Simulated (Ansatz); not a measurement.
W₂O₅⁻, relaxed as a doublet with UKS PBE-D4/def2-SVPD in Ansatz, starting from the GFN1-xTB geometry. Force threshold 0.02 eV/Å.

In the def2 sets W takes a core potential; there is no spin–orbit coupling. The relaxation made no stability test and no search for a lower SCF solution. No other spin state of charge -1 was run. The structure comes from a short search, and lower isomers may exist.

Start:

```xyz
7

W    -1.098   -0.678    0.270
W     1.064    0.709   -0.321
O     1.391    1.960    0.807
O    -0.702    0.656   -1.031
O    -1.027   -2.307   -0.266
O    -1.874   -0.133    1.700
O     2.247   -0.207   -1.159
```

Task: Estimate the energy that the relaxation releases and the steps that it takes.

Result: 0.79 eV, in 19 steps; 92 s on 4 threads of Arm Neoverse V2 on a shared host. No frequencies were taken in this run, so the end may be a saddle point.

Task: Does the start keep its bonding and symmetry?

Result: By distances, no bond broke or formed. The bond that changes most is W2–O4, from 1.90 to 1.94 Å (atoms count from 1). Point group C2v at the start, C2v at the end, both within 0.05 Å.

Task: Predict the relaxed structure.

Result: 
```xyz
7

W    -1.314   -0.667    0.167
W     1.094    0.874   -0.490
O     1.571    1.927    0.821
O    -0.743    0.696   -1.092
O    -1.089   -2.379   -0.113
O    -1.908   -0.299    1.770
O     2.389   -0.152   -1.062
```
Bond lengths (bridged metal pairs left out): 6 × O–W 1.75 to 1.94 Å.
